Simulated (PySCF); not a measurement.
Excitation energy of Mg by level of theory

Mg [Ne] 3s2 (1S) → Mg [Ne] 3s1 3d1 (3D), as a difference of total energies. Calculation: PySCF 2.14, in aug-cc-pVTZ with one added diffuse shell each of s, p, d, f type (7s6p4d3f, 66 functions); the non-relativistic Hamiltonian (point nucleus). Correlated levels: valence: [Ne] frozen. The calculations carry no spin-orbit coupling.

```tsv
method	excitation energy (eV)	error (eV)
UHF	5.037	-0.909
LDA	5.668	-0.278
PBE	5.498	-0.448
PBE0	5.539	-0.407
r2SCAN	5.438	-0.508
MN15	5.989	+0.043
B2PLYP	5.750	-0.196
CAM-B3LYP	5.911	-0.035
B97-3	5.723	-0.223
MP2 (valence)	5.626	-0.320
SCS-MP2 (valence)	5.793	-0.153
```

Reference: 5.946 eV (measured; NIST levels, between the centres of gravity of the two terms).

Errors of the correlated levels include the incompleteness of this basis and the frozen core.
